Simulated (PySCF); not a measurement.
Working out the ionisation energy of V²⁺

V²⁺ [Ar] 3d3 (4F) → V³⁺ [Ar] 3d2 (3F). All numbers are calculated (PySCF 2.14, scalar relativity by spin-free X2C-1e, in x2c-TZVPPall (6s5p4d2f1g, 64 functions)). Frozen: [Ne]. Energies in hartree (1 hartree = 27.21139 eV):

| part | V²⁺ (lower) | V³⁺ (upper) |
| --- | --- | --- |
| UHF | -947.422945 | -946.388129 |
| MP2 opposite-spin | -0.194496 | -0.178426 |
| MP2 same-spin | -0.084755 | -0.065268 |

What does Hartree-Fock give?

(-946.388129) − (-947.422945) = 1.034816 hartree = 28.159 eV.

What do MP2 and SCS-MP2 (6/5 opposite-spin, 1/3 same-spin) give?

The opposite-spin parts differ by 0.437 eV and the same-spin parts by 0.530 eV. MP2: 28.159 + (0.437) + (0.530) = 29.126 eV. SCS-MP2: 28.159 + 1.2 × (0.437) + (0.530)/3 = 28.860 eV.

A first-order spin-orbit estimate adds -0.008 eV to MP2 (valence and next inner shell), giving 29.118 eV against 29.311 eV (measured; NIST Atomic Spectra Database, ionization energies).

What remains against the reference includes basis incompleteness, the frozen core and correlation beyond second order.
